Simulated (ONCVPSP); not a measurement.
## PBEsol ONCV dataset for Pt, scalar-relativistic all-electron reference.

```json
{
 "Element": "Pt (Z = 78)",
 "Generator": "ONCVPSP 4.0.1",
 "Type": "optimised norm-conserving Vanderbilt (ONCV)",
 "Functional": "PBEsol",
 "Relativity": "scalar-relativistic",
 "Frozen core": "[Kr] 4d10 4f14",
 "Valence charge": "18",
 "Reference configuration": "5s2 5p6 5d9 6s1",
 "Partial waves": "5s+6s: rc 1.80 bohr, ncon 3, nbas 6, qcut 6.5 1/bohr, 2 projectors; 5p: rc 1.55 bohr, ncon 4, nbas 9, qcut 8.8 1/bohr, 3 projectors, debl 0.4 Ha; 5d: rc 1.45 bohr, ncon 4, nbas 7, qcut 7.1 1/bohr, 2 projectors, debl 1.3 Ha",
 "Local potential": "polynomial inside 1.20 bohr (lpopt 5, dvloc0 0 Ha)",
 "Core correction": "polynomial model core, fcfact 0.2"
}
```

In the p channel the program set the typed energies aside and used -2.059, 0.250, 0.650 Ha.

All-electron outer shells of the reference configuration (PBEsol, scalar-relativistic, ld1.x):

| shell | level (eV) | outermost node (bohr) | outermost maximum (bohr) |
| --- | --- | --- | --- |
| 5s | -101.88 | 0.49 | 0.87 |
| 4f | -70.14 | – | 0.38 |
| 5p | -56.04 | 0.53 | 0.98 |
| 5d | -6.17 | 0.57 | 1.26 |
| 6s | -5.70 | 1.14 | 2.38 |

Task: Does the generator finish with these settings?

Result: Yes, a potential is produced and its reference levels are reproduced.

Task: Estimate the cutoffs (Ha) at which the residual kinetic energy of the hardest occupied pseudo-wave falls to 1 and 0.1 mHa per electron.

Result: 26 Ha and 32 Ha.

Task: What does a ghost test show?

Result: No bound ghost flagged; GHOST(+) flagged for s at 116.2 eV.

Task: Which valence shell sets the plane-wave cutoff?

Result: 5p: 26 Ha for 1 mHa per electron, against 19 Ha for 5d.

Task: Tests: 5s2 5p6 5d9 6s0; 5s2 5p6 5d8 6s0; 5s2 5p6 5d7 6s0; 5s1 5p6 5d9 6s1. Which has the largest error in its energy relative to the reference configuration, and how large is it?

Result: 5s1 5p6 5d9 6s1, with -857 meV (all-electron minus pseudo) on +108.57 eV.
